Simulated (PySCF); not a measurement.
PySCF job for AlF2H3O2Si, SMILES [OH][Al]([OH])[SiH](F)F, HF/pcSseg-1. The structure is a stationary point at ωB97X-D3(BJ)/def2-SVP. The structure was generated by enumeration; whether it is a known compound was not checked. Other conformers were not sampled.

```python
import numpy as np
from pyscf import gto, scf, dft
from pyscf.prop.nmr import rhf as nmr

mol = gto.M(
    atom='''
    Si   -1.23671979   -0.29653128    0.02627346
    F    -1.82912456    0.59062129    1.25691979
    F    -1.83317447    0.34771199   -1.34575657
    Al    1.17214296   -0.11822737    0.01136252
    O     2.04531691   -1.57472337    0.04631561
    O     1.84712153    1.43553295   -0.03053987
    H    -1.83291042   -1.65317006    0.15291762
    H     2.98566034   -1.75846240    0.04585411
    H     2.74465265    1.76855008   -0.04098792
    ''',
    basis='pcSseg-1',
    charge=0,
    spin=0,
    max_memory=1600,
    verbose=3,
)
mf = scf.RHF(mol)
mf.conv_tol = 1e-10
mf.max_cycle = 100
mf.kernel()
n = nmr.NMR(mf)
n.verbose = 2
n.max_cycle_cphf = 60
sigma = n.kernel()
print('atom   isotropic/ppm   span/ppm')
for i, s in enumerate(sigma):
    w = np.linalg.eigvalsh((s + s.T) / 2)
    print(f'{mol.atom_symbol(i):2s}{i + 1:3d} {w.mean():14.3f} {w[2] - w[0]:11.3f}')
```

Output:

```
converged SCF energy = -881.369766899276
atom   isotropic/ppm   span/ppm
Si  1        389.131     137.941
F   2        363.213     185.406
F   3        364.205     184.562
Al  4        484.991     104.623
O   5        307.955     107.134
O   6        312.053     105.509
H   7         26.959       8.212
H   8         29.553      23.576
H   9         29.547      24.114
```

Self-consistency was reached.

Cost: roughly 30 core-seconds.
